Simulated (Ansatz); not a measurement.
Consider the cleavage of the Si–B bond: `F[SiH]1CB1[SiH3]` + `[NH2][AlH][OH]` → `[OH][AlH][NH][SiH3]` + `F[SiH]1BC1`.

Isolated molecules relaxed with PBE0-D4/def2-TZVP in Ansatz; ΔE leaves out vibrations. CCSD(T)/CBS adds triple-zeta CCSD(T) − MP2 to the extrapolated MP2 energy (def2 sets, frozen cores). This one scheme is used for every species. DFT in def2-TZVPP. B3LYP here is the variant with VWN-RPA as its local correlation; programs differ in this. Each species was taken in one conformer, which may not be the lowest.

CCSD(T)/CBS gives -33.9 kJ/mol.

(1) Another level gave -39.7 kJ/mol. Which?
A. B3LYP/def2-TZVPP
B. PBE-D4/def2-TZVPP
C. SCS-MP2/def2-TZVPP
D. PBE0/def2-TZVPP

Largest T1 diagnostic among the species: 0.014.

## Answers

(1) C. SCS-MP2/def2-TZVPP -39.7, B3LYP -33.2, PBE-D4 -16.9, PBE0 -23.9 kJ/mol.

From PBE to PBE0 (25 % exact exchange), in def2-TZVPP and without D4, ΔE moves by −7.1 kJ/mol. In def2-TZVPP, CCSD(T) changes the Hartree–Fock value by +21.2 kJ/mol (the triples alone add +3.3 kJ/mol) and MP2 by +18.7 kJ/mol.
